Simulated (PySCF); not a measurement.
**TbC: energy against distance**

Set-up: Tb x2c-SVPall, C x2c-SVPall; spin-free X2C with a Gaussian nucleus (PySCF 2.14). Energies in eV from Tb (4f9 6s2) + C in their ground configurations at the same level. State: decet, about 8.0 electrons in the 4f shell (Mulliken), real f orbitals that mix terms.

All columns are BHandHLYP. A positive dipole means Tb(−)C(+).

```tsv
R (Å)	E (eV)	μ (D)	Mulliken charge on Tb (basis-dependent)	HOMO (eV)	LUMO (eV)	Mayer bond order	⟨S²⟩
1.736	-2.160	-3.36	0.24	-4.75	-1.65	2.39	24.76
1.816	-2.847	-3.94	0.27	-4.87	-1.57	2.34	24.76
1.897	-3.251	-4.46	0.29	-4.99	-1.68	2.29	24.76
1.958	-3.405	-4.82	0.31	-5.07	-1.76	2.27	24.76
2.018	-3.457	-5.15	0.32	-5.15	-1.85	2.24	24.76
2.079	-3.426	-5.46	0.34	-5.23	-1.93	2.22	24.76
2.159	-3.283	-5.83	0.35	-5.01	-2.04	2.19	24.76
2.260	-2.986	-6.22	0.37	-4.77	-2.16	2.14	24.76
2.381	-2.521	-6.61	0.38	-4.45	-2.29	2.08	24.76
2.543	-1.823	-6.90	0.39	-4.17	-2.42	1.97	24.76
```

A fit through these points gives, at Re = 2.023 Å, μ = -5.18 D and dμ/dR = -5.23 D/Å; the reduced mass is 11.16 u.

Problem. How strong is the fundamental in the double-harmonic approximation, I = 42.26·(dμ/dR)²/μred km/mol?

Solution. I = 42.26·(-5.23)²/11.16 = 104 km/mol at BHandHLYP.

These are scalar-relativistic numbers at best; spin–orbit coupling would shift them, the dissociation energy most. The state is the lowest single determinant that the PBE0 search found; with open d or f shells the true ground state can be another one.
